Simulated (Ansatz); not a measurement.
Energy needed to pull apart CHFSSi (SMILES F[SiH]=C=S), singlet, into free ground-state atoms, from the structure below (displaced at random from a GFN2-xTB minimum); no zero-point or spin–orbit terms; open-shell atoms are treated unrestricted, in their ground-state multiplicity.

F1  (1.368, 1.448, -0.250)
Si2  (0.002, 0.722, 0.399)
C3  (-0.189, -1.011, -0.396)
S4  (-1.165, -1.994, -1.298)
H5  (-0.029, 0.929, 1.751)
(Å)

Program: Ansatz 0.2.0. Basis: def2-TZVPP. Cores are frozen in the correlated methods.

```csv
method,atomization energy (kJ/mol)
PBE-D4,1796
BLYP-D4,1755
r2SCAN-D4,?
PBE0-D4,1691
CAM-B3LYP-D4,?
wB97M-V,1692
HF,1028
MP2,1716
CCSD,1575
CCSD(T),1651
```

Question: What does CAM-B3LYP-D4 give? (To be estimated.)

Answer: Computed: 1669 kJ/mol, which is about 18 kJ/mol more than CCSD(T)/def2-TZVPP.

Question: What does r2SCAN-D4 give? (An estimate is asked for; the value comes from the calculation.)

Answer: The calculation gives: 1726 kJ/mol, which is about 75 kJ/mol more than CCSD(T)/def2-TZVPP.

In triple zeta the MP2 and coupled-cluster atomization energies are still short of their basis limit by a few kcal/mol a bond, whereas those of the functionals are nearly converged, so these differences are not deviations from converged CCSD(T).

No T1 diagnostic of these runs exceeds 0.023. The restricted Hartree–Fock reference is unstable towards an unrestricted one here.

For scale, one of the runs: CCSD(T)/def2-TZVPP forces, 160 basis functions (an equivalent command: `ansatz run in.yaml --threads 4`). Time: 76 s of wall clock on 4 CPU threads; the host was shared. Peak host memory: 2.1 GiB.
